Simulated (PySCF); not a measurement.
# Reading the logs of faulty runs: B2ClH4 anion

Calculated results; nothing here was measured. They come from PySCF 2.14.0, an open-source quantum chemistry program, on an isolated molecule that a program drew, which may never have been made. The molecule is B2ClH4 anion (charge -1, singlet), drawn as the SMILES string `[BH3-]BCl`.

Each row is a Hartree-Fock (HF) and frozen-core CCSD(T) single point in the aug-cc-pV(D+d)Z basis, meant for a local HF minimum. Run 1 is clean. Each other run has one planted mistake out of seven kinds, and not every kind appears here: one electron removed, one electron added, multiplicity raised by two, geometry at a saddle point, minimal basis STO-3G, one bond length entered in bohr, all coordinates scaled. The reference is restricted for singlets and unrestricted otherwise, and also for a bond in bohr. Adding or removing an electron swaps singlet and doublet. Electrons count all cores. HOMO and LUMO are orbital energies over both spins, the gradient is its largest component, and the lowest frequency (negative if imaginary) is given only where the gradient is small. Bond lengths are over the 6 bonds as drawn. T1 is the CCSD diagnostic: over 0.02 (restricted) or 0.045 (unrestricted) a single reference is doubtful.

Geometry of the clean run:
```xyz
7
B2ClH4 anion, angstrom
B    -0.1012   -0.8910   -1.4261
B     0.2888   -0.0636    0.0044
Cl    2.0091    0.0939    0.7184
H    -0.1640    0.0703   -2.2368
H    -1.2394   -1.3885   -1.3518
H     0.7339   -1.7126   -1.8197
H    -0.4418    0.6104    0.6959
```

| run | electrons | basis functions | <S^2> | HOMO (eV) | LUMO (eV) | gradient (hartree/bohr) | lowest frequency (cm^-1) | mean bond (Å) | longest bond (Å) | T1 | HF (hartree) | CCSD(T) (hartree) | mistake |
|---|---|---|---|---|---|---|---|---|---|---|---|---|---|
| 1 | 32 | 114 | 0.000 | -4.96 | 3.83 | 2.7e-05 | 100 | 1.4196 | 1.869 | 0.0137 | -511.22770 | -511.65272 | no fault |
| 2 | 32 | 114 | 2.018 | -1.43 | 3.75 | 9.5e-02 | - | 1.4196 | 1.869 | 0.0242 | -511.10925 | -511.52130 | multiplicity raised by two |
| 3 | 32 | 114 | 0.235 | -2.68 | 3.74 | 2.7e-02 | - | 1.6041 | 2.352 | 0.0436 | -511.13759 | -511.56395 | one bond length entered in bohr |
| 4 | 32 | 23 | 0.000 | -2.26 | 12.75 | 3.7e-02 | - | 1.4196 | 1.869 | 0.0103 | -505.56976 | -505.68530 | minimal basis STO-3G |
| 5 | 31 | 114 | 0.762 | -12.32 | -1.93 | 8.9e-02 | - | 1.4196 | 1.869 | 0.0248 | -511.10173 | -511.50278 | ? |

**Which mistake was planted in run 5, and what did it cost?**

It counts 31 electrons, one fewer than the clean run, at the same geometry and basis. So the mistake is: one electron removed. Subtracting run 1 and multiplying by 627.51 kcal/mol a hartree, the energy moved by 79.0 kcal/mol in HF and 94.1 kcal/mol in CCSD(T).

